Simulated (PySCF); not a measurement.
**How methods differ on the fine-structure interval of Tc³⁴⁺**

Tc³⁴⁺ [He] 2s2 2p5 [2p1/2^2 2p3/2^3, M_J = 3/2] → Tc³⁴⁺ [He] 2s2 2p5 [2p1/2^1 2p3/2^4, M_J = 1/2], as a difference of total energies. Computed with PySCF 2.14 in an even-tempered Gaussian basis (17 s from 14 bohr⁻², ratio 2.4; 12 p from 18 bohr⁻², ratio 2.4; 5 d from 69 bohr⁻², ratio 2.6; 4 f from 100 bohr⁻², ratio 2.6), with the two-component X2C-1e Hamiltonian. Correlated levels: nothing frozen; the 32 highest virtual spinors dropped. "Screened" scales the spin-orbit matrix elements by Boettger's factors to mimic the two-electron term; Breit and QED terms are absent.

```
                    method  fine-structure interval (cm⁻¹)
 GHF (screened spin-orbit)                         1002200
GMP2 (screened spin-orbit)                         1003100
     GHF (bare spin-orbit)                         1052700
```
